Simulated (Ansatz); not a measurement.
**Molecular dynamics of H6C5O2**

input.yaml

```yaml
crystal:
  lattice:
    - [8.749905, 0.0, 0.0]
    - [0.0, 8.749905, 0.0]
    - [0.0, 0.0, 8.749905]
  atoms:
    - { symbol: O, position: [0.6697017, 0.59324702, 0.87678459] }
    - { symbol: C, position: [0.57247305, 0.69234178, 0.94255988] }
    - { symbol: O, position: [0.47470126, 0.76548923, 0.87661449] }
    - { symbol: H, position: [0.65098575, 0.59207681, 0.7659624] }
    - { symbol: H, position: [0.58941398, 0.69206674, 1.06850194] }
    - { symbol: O, position: [0.93751378, 0.83833326, 1.03743637] }
    - { symbol: C, position: [1.01005935, 0.77518164, 0.91682046] }
    - { symbol: O, position: [1.00574123, 0.82377358, 0.78636715] }
    - { symbol: H, position: [0.87841419, 0.92858862, 1.00157873] }
    - { symbol: H, position: [1.07271289, 0.67133042, 0.95301908] }
    - { symbol: O, position: [0.18380089, -0.12945317, 0.40576082] }
    - { symbol: C, position: [0.20967529, 0.01710963, 0.36564348] }
    - { symbol: O, position: [0.33444349, 0.07186562, 0.33566989] }
    - { symbol: H, position: [0.28213701, -0.18498765, 0.40707118] }
    - { symbol: H, position: [0.10018652, 0.08067569, 0.36632801] }
    - { symbol: C, position: [0.73175114, 0.12522143, 1.07046114] }
    - { symbol: C, position: [0.69714677, 0.10344566, 0.93759893] }
    - { symbol: H, position: [0.66738851, 0.08405307, 0.81922231] }
    - { symbol: H, position: [0.76092291, 0.14566687, 1.18853735] }
    - { symbol: C, position: [0.09424435, 0.28945823, 0.6810719] }
    - { symbol: C, position: [0.13424518, 0.16760962, 0.73237291] }
    - { symbol: H, position: [0.16595646, 0.05761202, 0.77605027] }
    - { symbol: H, position: [0.05755916, 0.39678597, 0.63424208] }
    - { symbol: C, position: [0.23918975, 0.39076009, 0.06991862] }
    - { symbol: C, position: [0.14761648, 0.44975776, 0.15500369] }
    - { symbol: H, position: [0.06614243, 0.5005155, 0.231702] }
    - { symbol: H, position: [0.31919611, 0.33611538, -0.00526217] }
    - { symbol: C, position: [0.89660394, 0.61419496, 0.45998343] }
    - { symbol: C, position: [0.8137187, 0.50412496, 0.44557406] }
    - { symbol: H, position: [0.73887349, 0.40735225, 0.43464739] }
    - { symbol: H, position: [0.96968788, 0.71233712, 0.47338196] }
    - { symbol: C, position: [0.7766277, 1.00954112, 0.55173845] }
    - { symbol: C, position: [0.66259227, 1.03561424, 0.47713816] }
    - { symbol: H, position: [0.55735257, 1.05457199, 0.41535733] }
    - { symbol: H, position: [0.8765615, 0.98312648, 0.61888681] }
    - { symbol: C, position: [0.3892977, 0.5980911, 0.56709672] }
    - { symbol: C, position: [0.38031101, 0.5005325, 0.46943077] }
    - { symbol: H, position: [0.36686463, 0.41300959, 0.38426434] }
    - { symbol: H, position: [0.39948017, 0.6820627, 0.65678147] }
basis:
  ecutwfc: 420.0
kpoints:
  mp_grid: { grid: [1, 1, 1] }
hamiltonian:
  xc: pbe
scf:
  occupations: { method: fermi_dirac, width: 0.02 }
  lower_state_search: "off"
md:
  timestep: 0.5
  n_steps: 300
  ensemble: nvt_langevin
  temperature: 400.0
  initial_velocities: maxwell_boltzmann
  seed: 8951
  friction: 0.02
```

Run as:

```bash
$ ansatz run input.yaml --threads 1 --pin off --max-ram 3072MiB --backend cpu --events-out ev --progress --plain --runs-dir out
```

It starts from a partly relaxed structure (largest force component 0.66 eV/Å).

Output, in part (step lines):

```
md step     0: t =     0.00 fs  T =   389.7 K  F+E_penalty+E_count = -7439.25843604 eV  E_kin = 1.964752 eV  (11 SCF iters)
md step     1: t =     0.50 fs  T =   391.4 K  F+E_penalty+E_count = -7439.22458414 eV  E_kin = 1.973097 eV  (8 SCF iters)
md step     2: t =     1.00 fs  T =   369.9 K  F+E_penalty+E_count = -7439.12874256 eV  E_kin = 1.864853 eV  (8 SCF iters)
md step     3: t =     1.50 fs  T =   345.8 K  F+E_penalty+E_count = -7438.99150207 eV  E_kin = 1.743257 eV  (8 SCF iters)
md step     4: t =     2.00 fs  T =   312.4 K  F+E_penalty+E_count = -7438.84721843 eV  E_kin = 1.574850 eV  (9 SCF iters)
md step     5: t =     2.50 fs  T =   288.9 K  F+E_penalty+E_count = -7438.73190532 eV  E_kin = 1.456600 eV  (6 SCF iters)
md step     6: t =     3.00 fs  T =   272.4 K  F+E_penalty+E_count = -7438.66595646 eV  E_kin = 1.373427 eV  (7 SCF iters)
md step     7: t =     3.50 fs  T =   257.4 K  F+E_penalty+E_count = -7438.64913042 eV  E_kin = 1.297537 eV  (7 SCF iters)
[... lines left out ...]
```

The steps, from the saved trajectory:

| time (fs) | T (K) | potential energy less start (eV) |
| --- | --- | --- |
| 0.0 | 390 | 0.000 |
| 5.0 | 276 | 0.565 |
| 10.0 | 272 | 0.696 |
| 15.0 | 243 | 0.897 |
| 20.0 | 298 | 0.759 |
| 25.0 | 424 | 0.460 |
| 30.0 | 367 | 0.900 |
| 35.0 | 298 | 1.151 |
| 40.0 | 331 | 1.055 |
| 45.0 | 380 | 1.283 |
| 50.0 | 415 | 1.041 |
| 55.0 | 437 | 1.248 |
| 60.0 | 389 | 1.498 |
| 65.0 | 343 | 1.603 |
| 70.0 | 371 | 1.804 |
| 75.0 | 411 | 1.847 |
| 80.0 | 403 | 1.928 |
| 85.0 | 413 | 1.716 |
| 90.0 | 432 | 1.601 |
| 95.0 | 369 | 1.772 |
| 100.0 | 328 | 1.879 |
| 105.0 | 287 | 2.099 |
| 110.0 | 364 | 1.826 |
| 115.0 | 393 | 1.838 |
| 120.0 | 411 | 1.908 |
| 125.0 | 387 | 1.909 |
| 130.0 | 343 | 2.093 |
| 135.0 | 367 | 2.111 |
| 140.0 | 364 | 2.012 |
| 145.0 | 360 | 2.048 |
| 150.0 | 364 | 2.155 |

The run went to its last step. A run of 0.15 ps of so small a system gives no equilibrium averages. Limits of this set-up: coarse k mesh.

Mean squared displacements from the first frame to the last, about the centre of mass: O 0.39 Å², C 0.44 Å², H 1.48 Å².

Last frame:

```xyz
39
Lattice="8.7499 0.0000 0.0000 0.0000 8.7499 0.0000 0.0000 0.0000 8.7499" Properties=species:S:1:pos:R:3
O 6.277 5.396 7.922
C 4.965 5.607 8.056
O 4.307 6.441 7.507
H 6.545 5.992 7.258
H 4.625 4.992 8.910
O 8.398 7.511 9.234
C 8.776 7.071 8.018
O 8.198 7.084 6.975
H 7.539 7.985 9.039
H 9.783 6.729 8.150
O 1.003 -1.095 3.246
C 1.545 0.119 3.339
O 2.615 0.314 3.863
H 1.839 -1.599 3.639
H 0.796 0.907 3.177
C 6.707 1.487 9.334
C 7.048 1.330 8.181
H 7.343 1.198 7.178
H 6.264 1.605 10.316
C 0.674 2.382 6.396
C 1.155 1.541 7.125
H 1.774 0.918 7.739
H -0.024 3.123 5.978
C 2.101 3.679 0.458
C 2.558 2.930 1.280
H 3.028 2.415 2.194
H 1.639 4.491 -0.172
C 7.698 5.761 3.875
C 7.710 4.567 3.964
H 7.455 3.551 4.273
H 7.726 6.840 3.887
C 7.071 9.008 4.830
C 6.076 9.013 4.147
H 5.265 9.338 3.510
H 7.849 8.629 5.389
C 2.926 5.460 5.236
C 3.048 4.273 4.923
H 3.224 3.310 4.499
H 2.940 6.465 5.552
```

The run took 13 min on 1 thread of Intel(R) Xeon(R) 6975P-C (Granite Rapids), on a shared host, peak memory 0.66 GiB.
